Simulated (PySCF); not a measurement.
Compound: C6H10ClSi (doublet state).
Z-matrix (Å and degrees, GFN2-xTB geometry), rows numbered from 1:
```
C 
C   1  1.3284
Cl  2  1.7320  1  119.49
C   2  1.4669  1  123.89  3   179.97
C   4  1.3039  2  127.98  1   176.48
C   5  1.4490  4  146.87  2    -1.09
C   6  1.5343  5  108.87  4  -145.46
Si  7  1.9057  6  107.62  5   -34.15
H   1  1.0753  2  121.87  3     0.07
H   1  1.0755  2  120.85  3   179.83
H   4  1.0851  2  112.29  1    -3.38
H   6  1.0948  5  108.33  4    95.62
H   6  1.0987  5  111.22  4   -22.82
H   7  1.0888  6  110.35  5  -157.80
H   7  1.0900  6  109.47  5    84.97
H   8  1.4695  7  107.95  6  -163.50
H   8  1.4631  7  110.36  6    77.98
H   8  1.4629  7  109.73  6   -45.11
```

The hyperfine couplings belong to this conformer and change with its torsions.

The species is `C=C(Cl)/C=[C]\CC[SiH3]` [radical].

The calculation used UKS B3LYP, pcH-1 on C Cl H Si, non-relativistic, mean-field spin-orbit, GIAO (PySCF 2.14.0). Geometry: GFN2-xTB, one conformer, isolated molecule. Couplings are sensitive to structure, and on GFN2-xTB geometries they can be far from those on DFT ones. No stability test was run, so a lower SCF solution isn't excluded.

(1) What is the g tensor, term by term?

(2) What are the electron Larmor frequencies g μB B/h along the three axes at 330 mT?

(3) At 9.796 GHz, how far is the centre of the isotropic spectrum from where a free electron (g = 2.002319) resonates?

(4) Average each term over the three axes. Which is largest in size?

(5) In a frozen sample, at which fields do the three g values resonate at 9.5, 34, 94 and 263 GHz (hyperfine left aside), and which band first spreads them over more than twice a line width of 0.3 mT?

Results:

(1) 
```csv
Δg (ppm),1,2,3
relativistic mass correction,-157,-157,-157
gauge correction,35,6,38
orbital Zeeman/spin–orbit,-204,-65,741
total,-326,-217,622
```

So g = 2.00199, 2.00210, 2.00294 and g_iso = 2.00235; the tensor is close to axial: the two nearest values differ by 12 % of g3 − g1. Axes: g1 points within 9° of the C5–C6 bond and g2 points within 7° of the C2–C4 bond.

(2) 9.2467, 9.2472, 9.2511 GHz for g1, g2 and g3, a range of 4.4 MHz.

(3) B = hν/(g μB) with μB/h = 13.99624 MHz/mT gives 349.55 mT for the free electron and 349.54 mT at g_iso, the same within 0.01 mT.

(4) The orbital-Zeeman/spin–orbit term 157, the mass correction -157 and the gauge correction 26 ppm, for a total of 26 ppm. The mass correction is the same along every axis, so the anisotropy comes from the other two: their spans along these axes are 32 (gauge) and 945 ppm (orbital Zeeman/spin–orbit).

(5) 
```
band    GHz  B(g3) mT  B(g2) mT  B(g1) mT  spread mT
   X    9.5    338.88    339.02    339.04       0.16
   Q   34.0   1212.83   1213.34   1213.40       0.57
   W   94.0   3353.11   3354.52   3354.70       1.59
   J  263.0   9381.58   9385.51   9386.02       4.44
```

The spread grows in proportion to the frequency. W band is the first where it exceeds 0.6 mT.

The largest Mulliken spin populations are on C5 (+1.00), C4 (-0.16) and C2 (+0.08). No atom but C5 exceeds +0.15.

The HOMO–LUMO gaps are 5.10 eV among the α and 4.10 eV among the β orbitals.
